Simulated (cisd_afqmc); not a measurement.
Input (AFQMC/CISD/cc-pVDZ; cisd_afqmc is a phaseless AFQMC code with CISD trial states that reads the integrals written by Ansatz):

Ansatz 0.2 input:
```python
import cisd_afqmc

open("ham.yaml", "w").write("""\
crystal:
  periodic: [false, false, false]
  atoms:
    - {symbol: B, position_ang: [0.46289077, -0.04728463, -1.49843070]}
    - {symbol: H, position_ang: [-0.27013720, -0.57106776, -2.26991542]}
    - {symbol: H, position_ang: [1.50210325, 0.42793213, -1.80891027]}
    - {symbol: Se, position_ang: [-0.13438804, -0.00930109, 0.31407372]}
    - {symbol: H, position_ang: [1.02277340, 0.69579589, 0.89247276]}
basis:
  gaussian:
    orbitals: cc-pVDZ
magnetization: {spin_polarized: false}
correlation: {method: ccsd, electrons: outside_noble_gas, hamiltonian_folder: ham}
""")
rep = cisd_afqmc.ansatz("ham.yaml")
e_ccsd = rep["correlation"]["coupled_cluster"]["energy"]["hartree"]
out = cisd_afqmc.run("ham", e_ccsd, trial="CISD", walkers=200, populations=8, threads=8, dt=0.005, steps=40, early=24, settle=10, least=32,
    cut=5e-5, rank_cut=2e-4, target=0.0004, seconds=1500, seed=1, memory=17280, gpu=False)
```

Output:

```
orbitals 41, occupied [6], factors 226 of 587, rank of the doubles 103 of 210
E(HF) = -2426.250257
E(CCSD) on the cut factors = -2426.490448, shift to the whole factors -0.000013
Energy of the trial state on the determinant = -2426.490402
  tau behind 7.2 of longer steps, mean of the populations' last blocks
   2.0  -2426.49824
   4.0  -2426.49850
   6.0  -2426.49813
   8.0  -2426.49895
blocks 340 (0 outliers left out), error by blocks joined: 1: 0.00010, 2: 0.00013, 4: 0.00016, 8: 0.00018, 16: 0.00025
E(AFQMC/CISD) = -2426.49834 +/- 0.00025
```

The error still grows at the longest joins of blocks, or few joins were possible, so the printed bar may be too narrow.
